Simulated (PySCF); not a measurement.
GeH3, SMILES [GeH3] (connectivity only; charge and spin as stated), charge +1, multiplicity 1. Atoms are numbered in the order given.

```xyz
4

Ge     0.0000     0.0000     0.0000
H      1.5190     0.0000     0.0000
H     -0.7595    -1.3155     0.0000
H     -0.7595     1.3155     0.0000
```
Charge +1, spin multiplicity 1.

Coordinates come from a r2SCAN-D4/def2-TZVPD optimisation. The multiplicity is an assumed one; other spin states were not compared. The isomer is the one that the SMILES or the coordinates give; other isomers of the formula were not compared.

Calculation: TDA-LC-ωPBE/def2-TZVPD run with PySCF.

Vertical excitations; the highest root listed may be one member of a degenerate set. Gas-phase values at a fixed geometry. State labels are in the subgroup C2v.

Computed excitation energies, oscillator strengths and character:
```tsv
state	symmetry	energy (eV)	λ (nm)	f	main pairs
S1	A2	5.65	219	0.000	HOMO−1→LUMO (degenerate set)
S2	B2	5.65	219	0.000	HOMO→LUMO (degenerate set)
S3	A1	10.74	115	0.211	HOMO→LUMO+1 (degenerate set)
S4	B1	10.74	115	0.211	HOMO−1→LUMO+1 (degenerate set)
S5	B1	11.05	112	0.000	HOMO−1→LUMO+3 48 %, HOMO→LUMO+2 48 %
S6	A1	12.16	102	0.000	HOMO−1→LUMO+2 49 %, HOMO→LUMO+3 49 %
S7	A1	12.55	99	0.881	HOMO→LUMO+4, HOMO→LUMO+3, HOMO−1→LUMO+2 (degenerate set)
S8	B1	12.55	99	0.881	HOMO−1→LUMO+4, HOMO→LUMO+2, HOMO−1→LUMO+3 (degenerate set)
S9	B2	12.86	96	0.160	HOMO−2→LUMO 86 %
S10	B1	13.28	93	0.623	HOMO−1→LUMO+4 55 %, HOMO→LUMO+2 20 %, HOMO−1→LUMO+3 20 %
T1	B2	4.91	253	0	HOMO→LUMO (degenerate set)
T2	A2	4.91	253	0	HOMO−1→LUMO (degenerate set)
T3	A1	8.40	148	0	HOMO→LUMO+1 (degenerate set)
T4	B1	8.40	148	0	HOMO−1→LUMO+1 (degenerate set)
```
Triplets are in the Tamm–Dancoff approximation.
